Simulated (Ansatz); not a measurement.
C₄H₈B₂ (`BCBCC#C`). Total charge 0; spin multiplicity 1.

```xyz
14

B    -0.752   -0.701    0.791
C    -0.856    0.969    0.569
B     0.620    1.045    0.328
C     1.144    0.591   -1.154
C     0.609   -0.712   -0.987
C    -0.023   -1.676   -0.540
H    -0.165   -1.071    1.771
H    -1.867   -1.130    0.620
H    -1.547    1.144   -0.254
H    -1.237    1.368    1.508
H     1.450    1.145    1.182
H     0.679    1.134   -1.979
H     2.231    0.604   -1.224
H    -0.285   -2.710   -0.632
```

Problem. List the harmonic frequencies (cm⁻¹, unscaled) at PBE0-D4/def2-TZVP in Ansatz. (An estimate is asked.)

Solution. Computed: 93, 209, 298, 331, 365, 411, 548, 639, 677, 724, 763, 808, 813, 830, 855, 924, 954, 1012, 1027, 1055, 1078, 1095, 1118, 1150, 1246, 1448, 1456, 2050, 2496, 2585, 2633, 3087, 3107, 3155, 3174, 3390.

Problem. Is this a minimum?

Solution. Yes, all 36 modes are real.

Problem. Give the ideal-gas thermochemistry at 298.15 K and 1 bar (rigid rotor, harmonic oscillator; point group C1, symmetry number 1).

Solution. Zero-point energy 284.7 kJ/mol; H(298) − E = 305.1 kJ/mol; entropy 329.2 J/(mol·K), of which translation 163.1, rotation 108.8, vibration 57.2; G(298) − E = 207.0 kJ/mol. Modes under 100 cm⁻¹ are hindered rotations or soft bends, so the harmonic entropy is rough.

Problem. And at 400, 500, 600, 800 and 1000 K?

Solution. 
| T (K) | H − E (kJ/mol) | S (J/mol/K) | G − E (kJ/mol) |
| --- | --- | --- | --- |
| 400 | 319.0 | 368.9 | 171.4 |
| 500 | 335.6 | 405.9 | 132.7 |
| 600 | 354.6 | 440.4 | 90.3 |
| 800 | 397.8 | 502.4 | -4.1 |
| 1000 | 446.3 | 556.4 | -110.1 |

Problem. Rotational constants (cm⁻¹)?

Solution. 0.1655, 0.1573, 0.09234.
